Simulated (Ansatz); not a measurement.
Molecule: SF2, net charge -1, doublet state. 
Coordinates optimised at B3LYP-D3(BJ)/def2-TZVP (Ansatz, a first-principles code):
```
S
F 1 1.8569
F 1 1.8569 2 180.00
```
Charge -1, spin multiplicity 2.

Basis-set convergence of Hartree-Fock and MP2 correlation energies (hartree) with Ansatz. Correlated levels leave the core frozen unless marked. Open shells are spin-unrestricted. No spin-orbit coupling. No relativistic terms. This anion needs diffuse functions, which these sets lack.

```csv
basis,functions,E(HF),"E(corr, MP2)"
cc-pV(D+d)Z,51,-596.36687,-0.50163
cc-pV(T+d)Z,99,-596.46186,-0.68658
cc-pV(Q+d)Z,174,___,___
```

Task: Complete the blanks.

Result: 
- cc-pV(Q+d)Z, E(HF): -596.48882
- cc-pV(Q+d)Z, E(corr, MP2): -0.75694
